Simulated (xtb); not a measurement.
Si(F)(Cl)(Me)(OH) (CH4ClFOSi), SMILES F[Si](O)(C)Cl. All values are semi-empirical tight-binding results from xtb (GFN2-xTB unless named), good for trends rather than for accurate numbers. Geometry optimised at GFN2-xTB. The values are those of a single conformer.

Optimised geometry:

```xyz
9

C      1.8222    -0.2034    -0.8320
Si     0.0257    -0.0313    -0.3006
O     -0.7962    -1.2588    -0.9457
F     -0.6040     1.3282    -0.9086
Cl    -0.2546     0.1092     1.6848
H      2.2731    -1.1008    -0.4206
H      2.4134     0.6464    -0.5033
H      1.8953    -0.2623    -1.9134
H     -1.7416    -1.3658    -0.8609
```

| Quantity | Result |
|---|---|
| orbital gap | 7.75 eV |
| dipole moment | 1.65 D |
| zero-point energy | 34.1 kcal/mol |
| G − E(el) at 298.15 K (modified RRHO) | 13.9 kcal/mol |
| static polarisability (D4 model) | 67.0 bohr³ |
| solvation energy, GFN2-xTB/ALPB(water) | -5.7 kcal/mol |
| solvation energy, GFN2-xTB/ALPB(acetonitrile) | -6.0 kcal/mol |

Computed atomic charges and the Wiberg bond orders between heavy atoms:
charges (e) C1 -0.20, Si2 0.64, O3 -0.44, F4 -0.27, Cl5 -0.23, H6 0.06, H7 0.05, H8 0.06, H9 0.33. Bond orders C1–Si2 0.90, Si2–O3 1.20, Si2–F4 1.05, Si2–Cl5 1.06.
